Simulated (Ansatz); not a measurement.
```yaml
crystal:
  periodic: [false, false, false]
  atoms:
    - {symbol: B, position_ang: [-0.399887, -0.717736, -0.252821]}
    - {symbol: F, position_ang: [0.212046, -1.633231, -0.985429]}
    - {symbol: F, position_ang: [-1.659456, -0.960613, 0.069368]}
    - {symbol: B, position_ang: [0.400506, 0.717074, 0.253661]}
    - {symbol: F, position_ang: [0.391870, 1.813492, -0.486064]}
    - {symbol: F, position_ang: [1.054921, 0.781013, 1.401285]}
basis:
  gaussian: {orbitals: def2-SVPD}
hamiltonian: {xc: {name: SVWN5}}
scf: {omitted_lower_state_checks: [starts]}
output: {forces: true}
```

```sh
$ ansatz run in.yaml --threads 4 --pin off --events-out ev --progress --plain --max-ram 3916MiB
```

Output, abridged:

```
Functional definition: SVWN5
1058 factors; their error is unknown
mean field evaluation 1: about -12130.9949 eV, gradient 4.7e1 eV
mean field evaluation 2: about -12122.6233 eV, gradient 9.1e1 eV
mean field evaluation 4: about -12134.3069 eV, gradient 8.2e-1 eV
mean field evaluation 8: about -12134.2698 eV, gradient 7.7e-2 eV
mean field -12134.26976416 eV, -445.9261889293 hartree, gradient 6.7e-5 eV, S^2 0.000000; 0 other end points of the search recorded, 0 dependent functions left out
reference -12134.26981035 eV, -445.9261906269 hartree; 23, 23 occupied and 109, 109 virtual orbitals, 1058 factors
Total energy: -12134.26981035 eV, -445.9261906269 hartree
Atom 0 at    -0.399887    -0.717736    -0.252821 Å, force     0.002626     0.005179     0.001308 eV/Å
Atom 1 at     0.212046    -1.633231    -0.985429 Å, force    -0.099643     0.112549     0.100115 eV/Å
Atom 2 at    -1.659456    -0.960613     0.069368 Å, force     0.170977     0.014007    -0.053155 eV/Å
Atom 3 at     0.400506     0.717074     0.253661 Å, force    -0.002230    -0.003648    -0.001198 eV/Å
Atom 4 at     0.391870     1.813492    -0.486064 Å, force     0.013652    -0.137420     0.114980 eV/Å
Atom 5 at     1.054921     0.781013     1.401285 Å, force    -0.085383     0.009334    -0.162051 eV/Å
Dipole moment:     0.000297    -0.000358     0.000412 e Å
Checks for a lower state left out: starts
```

Hardware: 4 threads of Arm Neoverse V1 on a shared host. Wall time 0.65 s.
